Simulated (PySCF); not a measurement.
C2H8AsGa, singlet, at a GFN2-xTB geometry (such geometries of metal compounds can be far from the true shape); M062X/STO-3G (PySCF).

Here is a job for PySCF.
```python
from pyscf import gto, scf, dft

mol = gto.M(
    atom='''
Ga    0.41134409   -0.56738828    0.35285170
C     2.18358417   -1.24807119   -0.44447018
H     2.08508967   -2.27947158   -0.80004424
H     2.98808853   -1.24152256    0.29780563
H     2.50593038   -0.63357006   -1.29263499
C    -0.31834019   -1.52571280    2.02293460
H    -0.59825314   -2.55939518    1.79183208
H    -1.20733864   -1.02234374    2.41957394
H     0.42763898   -1.56773446    2.82282014
As   -0.83362992    1.28794510   -0.69983659
H    -2.06946727    0.43296341   -0.53463662
H    -0.56503154    0.60062655   -2.01929770
''',
    basis='sto-3g',
    verbose=4,
)

mf = dft.RKS(mol)
mf.xc = 'm062x'
mf.kernel()
```

What the program printed (banner, timings and long lists left out):

```
PySCF version 2.14.0

[INPUT] verbose = 4
[INPUT] num. atoms = 12
[INPUT] num. electrons = 84
[INPUT] charge = 0
[INPUT] spin (= nelec alpha-beta = 2S) = 0
[INPUT] symmetry False subgroup None
[INPUT] Mole.unit = angstrom
[INPUT] Symbol           X                Y                Z      unit          X                Y                Z       unit  Magmom
[...]
nuclear repulsion = 498.83548026334
number of shells = 30
number of NR pGTOs = 162
number of NR cGTOs = 54
basis = sto-3g
ecp = {}

******** <class 'pyscf.dft.rks.RKS'> ********
method = RKS
initial guess = minao
damping factor = 0
level_shift factor = 0
DIIS = <class 'pyscf.scf.diis.CDIIS'>
diis_start_cycle = 1
diis_space = 8
diis_damp = 0
SCF conv_tol = 1e-09
SCF conv_tol_grad = None
SCF max_cycles = 50
direct_scf = True
direct_scf_tol = 1e-13
XC library pyscf.dft.libxc version 7.1.2
    S. Lehtola, C. Steigemann, M. J. T. Oliveira, and M. A. L. Marques,  SoftwareX 7, 1–5 (2018)
XC functionals = m062x
    Y. Zhao and D. G. Truhlar,  Theor. Chem. Acc. 120, 215 (2008)
    Y. Zhao and D. G. Truhlar,  Theor. Chem. Acc. 120, 215 (2008)
radial grids:
    Treutler-Ahlrichs [JCP 102, 346 (1995); DOI:10.1063/1.469408] (M4) radial grids

becke partition: Becke, JCP 88, 2547 (1988); DOI:10.1063/1.454033
pruning grids: <function nwchem_prune>
grids dens level: 3
symmetrized grids: False
atomic radii adjust function: <function treutler_atomic_radii_adjust>
small_rho_cutoff = 0
Set gradient conv threshold to 3.16228e-05
Initial guess from minao.
tot grids = 148032
init E= -4187.53763961729
[...]
cycle= 1 E= -4192.54515900482  delta_E= -5.01  |g|= 0.676  |ddm|= 3.79
[...]
cycle= 2 E= -4185.77806012944  delta_E= 6.77  |g|= 5.92  |ddm|= 5.98
[...]
cycle= 3 E= -4192.78480378315  delta_E= -7.01  |g|= 0.265  |ddm|= 4.87
[...]
cycle= 4 E= -4192.81270315991  delta_E= -0.0279  |g|= 0.0618  |ddm|= 0.52
[...]
cycle= 5 E= -4192.81426786247  delta_E= -0.00156  |g|= 0.0132  |ddm|= 0.128
[...]
cycle= 6 E= -4192.81444520277  delta_E= -0.000177  |g|= 0.00505  |ddm|= 0.0537
[...]
cycle= 7 E= -4192.81452342734  delta_E= -7.82e-05  |g|= 0.00486  |ddm|= 0.0329
[...]
cycle= 8 E= -4192.81461937526  delta_E= -9.59e-05  |g|= 0.00482  |ddm|= 0.0389
[...]
cycle= 9 E= -4192.81462660675  delta_E= -7.23e-06  |g|= 0.00486  |ddm|= 0.00284
[...]
cycle= 10 E= -4192.8143590217  delta_E= 0.000268  |g|= 0.00498  |ddm|= 0.138
[...]
cycle= 11 E= -4192.81432416775  delta_E= 3.49e-05  |g|= 0.0024  |ddm|= 0.0643
[...]
[...]
[...]
cycle= 23 E= -4192.81423140133  delta_E= 1.79e-06  |g|= 0.000986  |ddm|= 0.0116
[...]
cycle= 24 E= -4192.81423230698  delta_E= -9.06e-07  |g|= 0.000987  |ddm|= 0.00321
[...]
cycle= 25 E= -4192.81422702154  delta_E= 5.29e-06  |g|= 0.00116  |ddm|= 0.0129
[...]
cycle= 26 E= -4192.81422420165  delta_E= 2.82e-06  |g|= 0.000794  |ddm|= 0.0116
[...]
cycle= 27 E= -4192.81422351954  delta_E= 6.82e-07  |g|= 0.000801  |ddm|= 0.00842
[...]
cycle= 28 E= -4192.81422409184  delta_E= -5.72e-07  |g|= 0.000795  |ddm|= 0.00348
[...]
cycle= 29 E= -4192.81422460625  delta_E= -5.14e-07  |g|= 0.000823  |ddm|= 0.00682
[...]
cycle= 30 E= -4192.81422276978  delta_E= 1.84e-06  |g|= 0.000734  |ddm|= 0.00574
[...]
cycle= 31 E= -4192.8142200614  delta_E= 2.71e-06  |g|= 0.000654  |ddm|= 0.00921
[...]
cycle= 32 E= -4192.81421834571  delta_E= 1.72e-06  |g|= 0.000626  |ddm|= 0.00879
[...]
cycle= 33 E= -4192.81421912126  delta_E= -7.76e-07  |g|= 0.000636  |ddm|= 0.00442
[...]
cycle= 34 E= -4192.81421894125  delta_E= 1.8e-07  |g|= 0.000637  |ddm|= 0.0031
[...]
cycle= 35 E= -4192.81421899448  delta_E= -5.32e-08  |g|= 0.000637  |ddm|= 0.000448
[...]
cycle= 36 E= -4192.81421932663  delta_E= -3.32e-07  |g|= 0.000672  |ddm|= 0.0074
[...]
cycle= 37 E= -4192.8142177049  delta_E= 1.62e-06  |g|= 0.000638  |ddm|= 0.00585
[...]
cycle= 38 E= -4192.81421274195  delta_E= 4.96e-06  |g|= 0.000513  |ddm|= 0.0198
[...]
cycle= 39 E= -4192.81420928959  delta_E= 3.45e-06  |g|= 0.000442  |ddm|= 0.0343
[...]
cycle= 40 E= -4192.81420865945  delta_E= 6.3e-07  |g|= 0.000389  |ddm|= 0.00573
[...]
cycle= 41 E= -4192.81420849705  delta_E= 1.62e-07  |g|= 0.0003  |ddm|= 0.0038
[...]
cycle= 42 E= -4192.81420845023  delta_E= 4.68e-08  |g|= 0.00035  |ddm|= 0.00768
[...]
cycle= 43 E= -4192.81420857622  delta_E= -1.26e-07  |g|= 0.000254  |ddm|= 0.00369
[...]
cycle= 44 E= -4192.81420867234  delta_E= -9.61e-08  |g|= 0.000229  |ddm|= 0.000983
[...]
cycle= 45 E= -4192.81420803378  delta_E= 6.39e-07  |g|= 0.000187  |ddm|= 0.00601
[...]
cycle= 46 E= -4192.81420776206  delta_E= 2.72e-07  |g|= 0.000176  |ddm|= 0.00578
[...]
cycle= 47 E= -4192.8142077503  delta_E= 1.18e-08  |g|= 0.000173  |ddm|= 0.00191
[...]
cycle= 48 E= -4192.81420778323  delta_E= -3.29e-08  |g|= 0.000178  |ddm|= 0.000673
[...]
cycle= 49 E= -4192.81420772083  delta_E= 6.24e-08  |g|= 0.000143  |ddm|= 0.00833
[...]
cycle= 50 E= -4192.81420777679  delta_E= -5.6e-08  |g|= 0.000134  |ddm|= 0.00312
SCF not converged.
SCF energy = -4192.81420777679
```

The run did not converge; its last values are not results.
